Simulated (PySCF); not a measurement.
ammonia borane (BH₆N), SMILES [NH3+][BH3-]. Atoms are numbered in the order given.

```xyz
8

B      0.0000     0.0000    -0.9246
N      0.0000     0.0000     0.7243
H      0.0000    -1.1752    -1.2431
H      1.0178     0.5876    -1.2431
H     -1.0178     0.5876    -1.2431
H     -0.8270    -0.4774     1.0940
H      0.0000     0.9549     1.0940
H      0.8270    -0.4774     1.0940
```
Charge 0, spin multiplicity 1.

The structure is a stationary point at PBE-D3(BJ)/def2-TZVP.

Level of theory: M06-2X/def2-TZVPD in PySCF.

Gas-phase values at a fixed geometry.

The total energy comes out as -83.19707 hartree and the point group is C3v. The highest occupied level is -9.08 eV, the lowest empty level is -0.34 eV and the orbital gap is 8.73 eV. The dipole moment is 5.28 D and the quadrupole, principal values (traceless, Buckingham form, about the centre of nuclear charge) is -0.28, 0.14, 0.14 D·Å. The mean static polarisability is 31.7 bohr³ (4.70 Å³) and the polarisability, principal values comes out as 31.1, 31.1, 32.9 bohr³.
